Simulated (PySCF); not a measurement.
C7H9FN (doublet state).
Atom-mapped SMILES: `[CH2:1]/[C:2]([CH2:3][F:4])=[C:5](/[CH3:6])[CH2:7][C:8]#[N:9]` (hydrogens: H10, H11 on C1; H12, H13 on C3; H14, H15, H16 on C6; H17, H18 on C7)

Geometry (GFN2-xTB, Å), atoms numbered from 1 in this order:
```xyz
18
C7H9FN angstrom
C      0.978    1.720    0.200
C      0.795    0.384   -0.039
C      2.028   -0.485   -0.131
F      2.137   -1.072   -1.375
C     -0.452   -0.226   -0.208
C     -0.592   -1.701   -0.349
C     -1.708    0.599   -0.205
C     -2.025    0.956    1.159
N     -2.246    1.213    2.251
H      0.161    2.403    0.331
H      1.966    2.130    0.303
H      2.937    0.106    0.011
H      2.001   -1.304    0.595
H     -0.193   -2.216    0.529
H     -0.029   -2.062   -1.211
H     -1.632   -1.991   -0.470
H     -2.548    0.034   -0.617
H     -1.586    1.518   -0.786
```

The hyperfine couplings belong to this conformer and change with its torsions.

Level of theory: PySCF, UKS B3LYP, pcH-1 on C F H N, non-relativistic, mean-field spin-orbit, GIAO. Geometry: GFN2-xTB, one conformer, isolated molecule. Couplings are sensitive to structure, and on GFN2-xTB geometries they can be far from those on DFT ones. The SCF solution wasn't tested for stability. ⟨S²⟩ is 0.777 where a pure state has 0.75.

The Mulliken spin populations are largest on C5 (+0.70), C1 (+0.61) and C2 (-0.26). The positive populations add up to 1.43 and the negative ones to -0.43, together 2S = 1. The angles at C5 add up to 360.0°, so it is planar.

Task: McConnell's relation a(H) = Q·ρ ties the coupling of a proton on a planar π carbon to the spin population of that carbon. What Q do the computed values give?

Result: 
| H | C | ρ(C) | a(H) (G) | a/ρ (G) |
| --- | --- | --- | --- | --- |
| H10 | C1 | +0.606 | -12.50 | -20.6 |
| H11 | C1 | +0.606 | -13.13 | -21.7 |

These protons share one ρ (within 0.01), so their mean ratio, Q = -21.1 G, is no test of linearity. In every row coupling and population have opposite signs.

Task: List the C–H protons on four-coordinate carbons next to a three-coordinate spin centre, with their couplings and θ (C–H bond against the normal to the plane of the centre's neighbours, projected along the bond that joins the two).

Result: 
| β H | on | centre | θ (°) | cos²θ | a (G) |
| --- | --- | --- | --- | --- | --- |
| H14 | C6 | C5 | 30 | 0.76 | +29.52 |
| H15 | C6 | C5 | 32 | 0.72 | +28.63 |
| H16 | C6 | C5 | 89 | 0.00 | +0.65 |
| H17 | C7 | C5 | 73 | 0.08 | +3.65 |
| H18 | C7 | C5 | 48 | 0.45 | +12.72 |

Fitting the Heller–McConnell form a = ρ(B0 + B2 cos²θ), with Mulliken ρ = 0.70, gives B0 = -0.4 G and B2 = 54.8 G, with a largest miss of 4.0 G.

Task: What would the freely rotating methyl group on C6 show?

Result: Three equal couplings, a 1:3:3:1 quartet. The mean of the three values of this geometry estimates the splitting: 19.6 G, or 54.9 MHz (three bonds 120° apart have a mean cos²θ of 1/2 at any torsion).

Couplings in gauss use g_iso = 2.0027.
